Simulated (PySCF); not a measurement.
Computed shifts of a molecule C5H8S, PBE0/pcSseg-1 run with PySCF, GIAO, gas phase, atoms alike by connectivity averaged where their shifts nearly agree, in ppm (number of nuclei): ¹³C: 88.6 (1), 80.9 (1), 36.6 (1), 25.4 (1), 15.6 (1). ¹H: 3.54 (1), 2.63 (1), 2.40 (3), 1.74 (3). References: ¹³C against TMS (σ = 186.3 ppm); ³³S against H2S (σ = 716.7 ppm); ¹H against TMS (σ = 31.56 ppm), references at their B3LYP-D3(BJ)/def2-TZVP geometries, non-relativistic. Geometry: r2SCAN-D4/def2-SVP. One conformer was computed; it need not be the lowest.

**Question.** Pick the molecule that these values belong to.
A. CC#CCSC
B. C=CC1CSC1
C. CC1=CSCC1
D. C#C[C@H](C)SC

**Answer.** D, C#C[C@H](C)SC
